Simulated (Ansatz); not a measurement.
Ansatz (a program for electronic structure) input (CAM-B3LYP/def2-TZVPD):

Ansatz 0.2 input:
```yaml
crystal:
  periodic: [false, false, false]
  atoms:
    - {symbol: C, position_ang: [-1.72160919, -1.56567278, -0.03580450]}
    - {symbol: S, position_ang: [-1.59068677, 0.18818230, 0.44122214]}
    - {symbol: B, position_ang: [0.07310457, 0.82424107, 0.20543702]}
    - {symbol: C, position_ang: [0.19389276, 2.36869895, 0.52636817]}
    - {symbol: S, position_ang: [1.62583978, 0.09613125, -0.32993605]}
    - {symbol: C, position_ang: [1.43745670, -1.66401272, -0.76237590]}
    - {symbol: H, position_ang: [-1.09929689, -2.19625113, 0.59202498]}
    - {symbol: H, position_ang: [-1.47628600, -1.71231525, -1.08336261]}
    - {symbol: H, position_ang: [-2.76449277, -1.83458820, 0.12108456]}
    - {symbol: H, position_ang: [-0.52343942, 2.69506026, 1.28180244]}
    - {symbol: H, position_ang: [-0.01424953, 2.94272039, -0.38211115]}
    - {symbol: H, position_ang: [1.19451524, 2.64930636, 0.86041501]}
    - {symbol: H, position_ang: [1.12037998, -2.25113640, 0.09423688]}
    - {symbol: H, position_ang: [2.42689414, -1.99752658, -1.06944762]}
    - {symbol: H, position_ang: [0.74956271, -1.79957207, -1.59153140]}
basis:
  gaussian:
    orbitals: def2-TZVPD
hamiltonian:
  xc: {name: CAM-B3LYP}
magnetization: {spin_polarized: true, initial_magnetization: 2}
```

End of the output:

```
integrals: 0.51 GiB planned
1738 factors; their error is unknown
integrals: 0.55 GiB planned
749 factors; integrals over basis functions are off by at most 2.7e-5 eV
0.53 GiB of the device are held for the grids
2.94 GiB of device memory are held for the factors and their scratch space
mean field: 2.90 GiB planned
mean field evaluation 1: about -25592.9934 eV, gradient 4.5e1 eV
mean field evaluation 2: about -25594.2246 eV, gradient 4.0e1 eV
mean field evaluation 4: about -25602.1468 eV, gradient 1.7e0 eV
mean field evaluation 8: about -25602.1698 eV, gradient 1.0e-1 eV
mean field evaluation 16: about -25602.1811 eV, gradient 5.0e-3 eV
mean field evaluation 32: about -25602.1811 eV, gradient 7.3e-5 eV
mean field -25602.18107140 eV, -940.8628005922 hartree, gradient 3.5e-5 eV, S^2 2.009864; 6 other end points of the search recorded, 0 dependent functions left out
reference -25602.18124666 eV, -940.8628070330 hartree; 33, 31 occupied and 288, 290 virtual orbitals, 1738 factors
Total energy: -25602.18124666 eV, -940.8628070330 hartree
```

This state (charge 0, triplet) is run at the relaxed geometry of the species with charge 0 and multiplicity 1, and is a spin state other than that species' own.
